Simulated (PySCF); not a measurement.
A run for PySCF: R-HF/3-21G on Tc2, 2S+1 = 1, a spin state set in the input, which need not be the lowest, a point of a bond scan (R = 1.902 Å).

```python
from pyscf import gto, scf, dft, mp
from pyscf.data.elements import chemcore

mol = gto.M(
    atom='''
    Tc    0.00000000    0.00000000    0.00000000
    Tc    0.00000000    0.00000000    1.90192000
    ''',
    basis='3-21g',
    charge=0, spin=0, verbose=3, max_memory=1800)
mf = scf.RHF(mol)
mf.conv_tol = 1e-8
mf.max_cycle = 100
mf.kernel()
if not mf.converged:
    mf = mf.newton().run(mf.mo_coeff, mf.mo_occ)
```

**Question.** Give the final energy of this run.

**Answer.** -8369.3080 hartree.
